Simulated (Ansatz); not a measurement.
Se₅⁺. Total charge 1; doublet. Geometry r2SCAN-D4/def2-SVP.

| atom | x (Å) | y (Å) | z (Å) |
| --- | --- | --- | --- |
| Se1 | -0.266 | -1.235 | -0.834 |
| Se2 | 0.504 | -1.814 | 2.725 |
| Se3 | -0.066 | 2.517 | -0.980 |
| Se4 | 0.279 | -0.203 | 1.266 |
| Se5 | -0.452 | 0.735 | -2.177 |

At r2SCAN-D4/def2-TZVP, r2SCANh-D4/def2-TZVP, PBE0-D4/def2-SVP the charge 1 doublet is spin-contaminated (final ⟨S²⟩ up to 1.01, 0.75 for a pure state). Another isomer (doublet) lies 1.12 eV lower at PBE0-D4/def2-TZVP; other spin states weren't run for this one.

Estimate the α-spin orbital energies around the gap (eV) in Ansatz with PBE-D4/def2-SVP, PBE-D4/def2-TZVP, r2SCAN-D4/def2-TZVP, r2SCANh-D4/def2-TZVP, PBE0-D4/def2-SVP.


```json
{"orbital": "HOMO−13", "PBE-D4/def2-SVP": "-24.69", "PBE-D4/def2-TZVP": "-24.47", "r2SCAN-D4/def2-TZVP": "-25.29", "r2SCANh-D4/def2-TZVP": "-26.08", "PBE0-D4/def2-SVP": "-26.99"}
{"orbital": "HOMO−12", "PBE-D4/def2-SVP": "-22.66", "PBE-D4/def2-TZVP": "-22.48", "r2SCAN-D4/def2-TZVP": "-23.22", "r2SCANh-D4/def2-TZVP": "-23.96", "PBE0-D4/def2-SVP": "-24.81"}
{"orbital": "HOMO−11", "PBE-D4/def2-SVP": "-20.74", "PBE-D4/def2-TZVP": "-20.61", "r2SCAN-D4/def2-TZVP": "-21.28", "r2SCANh-D4/def2-TZVP": "-21.98", "PBE0-D4/def2-SVP": "-22.73"}
{"orbital": "HOMO−10", "PBE-D4/def2-SVP": "-19.67", "PBE-D4/def2-TZVP": "-19.56", "r2SCAN-D4/def2-TZVP": "-20.12", "r2SCANh-D4/def2-TZVP": "-20.73", "PBE0-D4/def2-SVP": "-21.43"}
{"orbital": "HOMO−9", "PBE-D4/def2-SVP": "-15.26", "PBE-D4/def2-TZVP": "-15.09", "r2SCAN-D4/def2-TZVP": "-15.52", "r2SCANh-D4/def2-TZVP": "-15.97", "PBE0-D4/def2-SVP": "-16.59"}
{"orbital": "HOMO−8", "PBE-D4/def2-SVP": "-14.77", "PBE-D4/def2-TZVP": "-14.62", "r2SCAN-D4/def2-TZVP": "-15.02", "r2SCANh-D4/def2-TZVP": "-15.47", "PBE0-D4/def2-SVP": "-16.09"}
{"orbital": "HOMO−7", "PBE-D4/def2-SVP": "-13.71", "PBE-D4/def2-TZVP": "-13.61", "r2SCAN-D4/def2-TZVP": "-14.02", "r2SCANh-D4/def2-TZVP": "-14.48", "PBE0-D4/def2-SVP": "-15.02"}
{"orbital": "HOMO−6", "PBE-D4/def2-SVP": "-13.68", "PBE-D4/def2-TZVP": "-13.57", "r2SCAN-D4/def2-TZVP": "-13.94", "r2SCANh-D4/def2-TZVP": "-14.35", "PBE0-D4/def2-SVP": "-14.92"}
{"orbital": "HOMO−5", "PBE-D4/def2-SVP": "-13.34", "PBE-D4/def2-TZVP": "-13.22", "r2SCAN-D4/def2-TZVP": "-13.56", "r2SCANh-D4/def2-TZVP": "-13.96", "PBE0-D4/def2-SVP": "-14.49"}
{"orbital": "HOMO−4", "PBE-D4/def2-SVP": "-13.04", "PBE-D4/def2-TZVP": "-12.97", "r2SCAN-D4/def2-TZVP": "-13.39", "r2SCANh-D4/def2-TZVP": "-13.84", "PBE0-D4/def2-SVP": "-14.36"}
{"orbital": "HOMO−3", "PBE-D4/def2-SVP": "-11.46", "PBE-D4/def2-TZVP": "-11.42", "r2SCAN-D4/def2-TZVP": "-11.76", "r2SCANh-D4/def2-TZVP": "-12.14", "PBE0-D4/def2-SVP": "-12.56"}
{"orbital": "HOMO−2", "PBE-D4/def2-SVP": "-11.16", "PBE-D4/def2-TZVP": "-11.09", "r2SCAN-D4/def2-TZVP": "-11.39", "r2SCANh-D4/def2-TZVP": "-11.80", "PBE0-D4/def2-SVP": "-12.32"}
{"orbital": "HOMO−1", "PBE-D4/def2-SVP": "-10.76", "PBE-D4/def2-TZVP": "-10.69", "r2SCAN-D4/def2-TZVP": "-10.98", "r2SCANh-D4/def2-TZVP": "-11.37", "PBE0-D4/def2-SVP": "-11.87"}
{"orbital": "HOMO", "PBE-D4/def2-SVP": "-10.40", "PBE-D4/def2-TZVP": "-10.36", "r2SCAN-D4/def2-TZVP": "-10.70", "r2SCANh-D4/def2-TZVP": "-11.05", "PBE0-D4/def2-SVP": "-11.41"}
{"orbital": "LUMO", "PBE-D4/def2-SVP": "-9.66", "PBE-D4/def2-TZVP": "-9.61", "r2SCAN-D4/def2-TZVP": "-9.80", "r2SCANh-D4/def2-TZVP": "-9.63", "PBE0-D4/def2-SVP": "-9.39"}
{"orbital": "LUMO+1", "PBE-D4/def2-SVP": "-8.21", "PBE-D4/def2-TZVP": "-8.14", "r2SCAN-D4/def2-TZVP": "-8.10", "r2SCANh-D4/def2-TZVP": "-7.82", "PBE0-D4/def2-SVP": "-7.53"}
{"orbital": "LUMO+2", "PBE-D4/def2-SVP": "-8.08", "PBE-D4/def2-TZVP": "-7.99", "r2SCAN-D4/def2-TZVP": "-7.94", "r2SCANh-D4/def2-TZVP": "-7.65", "PBE0-D4/def2-SVP": "-7.39"}
{"orbital": "LUMO+3", "PBE-D4/def2-SVP": "-6.30", "PBE-D4/def2-TZVP": "-6.25", "r2SCAN-D4/def2-TZVP": "-6.09", "r2SCANh-D4/def2-TZVP": "-5.76", "PBE0-D4/def2-SVP": "-5.44"}
{"orbital": "LUMO+4", "PBE-D4/def2-SVP": "-6.16", "PBE-D4/def2-TZVP": "-6.10", "r2SCAN-D4/def2-TZVP": "-5.94", "r2SCANh-D4/def2-TZVP": "-5.60", "PBE0-D4/def2-SVP": "-5.30"}
{"orbital": "LUMO+5", "PBE-D4/def2-SVP": "-0.36", "PBE-D4/def2-TZVP": "-2.24", "r2SCAN-D4/def2-TZVP": "-1.72", "r2SCANh-D4/def2-TZVP": "-1.47", "PBE0-D4/def2-SVP": "0.63"}
{"orbital": "β HOMO", "PBE-D4/def2-SVP": "-10.61", "PBE-D4/def2-TZVP": "-10.55", "r2SCAN-D4/def2-TZVP": "-10.81", "r2SCANh-D4/def2-TZVP": "-11.17", "PBE0-D4/def2-SVP": "-11.63"}
{"orbital": "β LUMO", "PBE-D4/def2-SVP": "-9.81", "PBE-D4/def2-TZVP": "-9.75", "r2SCAN-D4/def2-TZVP": "-9.68", "r2SCANh-D4/def2-TZVP": "-9.31", "PBE0-D4/def2-SVP": "-8.99"}
```
